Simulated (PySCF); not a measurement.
TDDFT excited states: C5H11B

C5H11B.
Numbering: `[BH2:1]/[CH:2]=[C:3](\[CH3:4])[CH2:5][CH3:6]` (hydrogens: H7, H8 on B1; H9 on C2; H10, H11, H12 on C4; H13, H14 on C5; H15, H16, H17 on C6)

Level of theory: TDDFT PBE0/def2-SVPD, vertical, gas phase, core orbitals frozen in the response (PySCF). Geometry: PBE0-D3(BJ)/def2-SVP, one conformer, isolated molecule. Torsions of this conformer, `[BH2:1]/[CH:2]=[C:3](\[CH3:4])[CH2:5][CH3:6]`: C2–C3–C5–C6 104°.

```json
{"state": "S1", "λ (nm)": "241.9", "E (eV)": "5.13", "f": "0.0094", "|μ| (D)": "0.70", "main configurations (H = HOMO, L = LUMO)": "H-1→L (96%)"}
{"state": "S2", "λ (nm)": "235.4", "E (eV)": "5.27", "f": "0.386", "|μ| (D)": "4.40", "main configurations (H = HOMO, L = LUMO)": "H→L (93%)"}
{"state": "S3", "λ (nm)": "229.6", "E (eV)": "5.40", "f": "0.0054", "|μ| (D)": "0.51", "main configurations (H = HOMO, L = LUMO)": "H-2→L (98%)"}
{"state": "S4", "λ (nm)": "186.7", "E (eV)": "6.64", "f": "0.0050", "|μ| (D)": "0.44", "main configurations (H = HOMO, L = LUMO)": "H-3→L (93%)"}
{"state": "S5", "λ (nm)": "175.5", "E (eV)": "7.06", "f": "0.0008", "|μ| (D)": "0.17", "main configurations (H = HOMO, L = LUMO)": "H-4→L (77%), H-5→L (18%)"}
{"state": "S6", "λ (nm)": "173.8", "E (eV)": "7.13", "f": "0.011", "|μ| (D)": "0.64", "main configurations (H = HOMO, L = LUMO)": "H→L+1 (96%)"}
```

The lowest singlet comes at 242 nm (495 kJ/mol) in the ultraviolet; it is weak; its leading configuration is HOMO-1→LUMO (96%). The most intense listed level is S2 at 5.27 eV (235 nm, f = 0.386), 0.14 eV above S1. Löwdin shares by element: HOMO carbon 72% or more, boron 10% (atoms not listed hold the other 18%); LUMO carbon 40% or more, boron 35%, hydrogen 6% or more (atoms not listed hold the other 19%). Weighted by f, the mean energy of these states is 5.33 eV. Of the 6 states listed, 2 reach f = 0.01 and none stays under 0.0005. Orbital energies (eV): HOMO-3 -9.72, HOMO-2 -8.92, HOMO-1 -8.64, HOMO -7.59, LUMO -1.80, LUMO+1 0.59, LUMO+2 1.28. Singlets were solved by full linear response.
